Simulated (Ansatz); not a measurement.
Ideal-gas functions of C₂H₄BNO (`N=C1BCO1`) at 400 K and 1 bar, from an Ansatz frequency run at PBE0-D4/def2-TZVP.

Molar mass 68.87 g/mol, point group Cs (symmetry number 1), electronic degeneracy 1, moments of inertia 37.503, 99.799, 134.115 u Å². Harmonic wavenumbers (cm⁻¹, unscaled): 158, 420, 438, 563, 711, 780, 852, 943, 953, 985, 1002, 1092, 1161, 1244, 1327, 1444, 1751, 2702, 3054, 3099, 3537.

Use S(trans) = R[1.5 ln M + 2.5 ln T − 1.1517]; rotational temperatures θ = 24.2544 K / I; S(rot) = R[ln(√π/σ · √(T³/θAθBθC)) + 1.5]; for each mode x = 1.438777 ν̃/T, S = R[x/(eˣ − 1) − ln(1 − e⁻ˣ)] and H = RT x/(eˣ − 1); 1 cm⁻¹ = 0.0119627 kJ/mol; R = 8.31446 J/(mol·K).

Problem. By hand: the entropy, in J/(mol·K).

Solution. Translation 167.7. Rotation: θ = 0.6467, 0.243, 0.1808 K, giving 106.8. Vibration, mode by mode: 13.12, 5.63, 5.34, 3.74, 2.46, 2.02, 1.64, 1.27, 1.23, 1.12, 1.07, 0.82, 0.67, 0.52, 0.41, 0.29, 0.11, 0.01, 0.00, 0.00, 0.00, in all 41.5. Electronic 0.0. Sum 316.0 J/(mol·K).

Problem. By hand: H − E and G − E in kJ/mol, counted from the electronic energy.

Solution. Zero-point energy ½ × 28216 × 0.0119627 = 168.8; thermal vibration 10.5; translation, rotation and pV give 4 RT = 13.3. H − E = 192.6 kJ/mol, and G − E = 192.6 − 400 × 316.0/1000 = 66.2 kJ/mol.

Vibration gives 13 % of the entropy. The sum counts one conformer and one mirror image; others add a mixing term.
